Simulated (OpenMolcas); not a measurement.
Ag3+ among 2 point charges of -2 e arranged as a linear pair (D∞h).

| Property | Result |
| --- | --- |
| Program | OpenMolcas |
| Method | CASSCF |
| Basis | ANO-RCC-VDZP [6s5p3d1f] |
| Scalar Hamiltonian | DKH2, point nucleus |
| Active space | 8 electrons in 5 orbitals (4d) |
| State averaging | 2S+1 = 3 even, 10 roots; 2S+1 = 1 even, 15 roots |
| Spin-orbit coupling | RASSI with atomic mean-field integrals over the reference wave functions |

All point charges move together. At R = 1.99 Å the first state of the same spin is 1751 cm-1, and at R = 2.13 Å it is 1107 cm-1.

A third run gives 554.6 cm-1. What distance was it run at?

With a power law R^-n the two known points give n = -ln(1107 / 1751) / ln(2.13 / 1.99) = 6.74. Then R = 1.99 × (1751 / 554.6)^(1/6.74) = 2.360 Å. The run was at 2.32 Å, so the estimate is off by +0.040 Å.

Without dynamic correlation the repulsion within the d shell is too large (B by tens of per cent), so at a given field states of lower spin stand too high. Real 4d8 and 5d8 ions are as a rule square planar and diamagnetic. Spin-orbit coupling mixes the spin-free states strongly: the lowest level takes only 59 % from its leading state, 3Π (figures for R = 1.99; the like holds for R = 2.13, R = 2.32). This is an electrostatic model: the charges have no orbitals. No measured value stands beside these numbers.
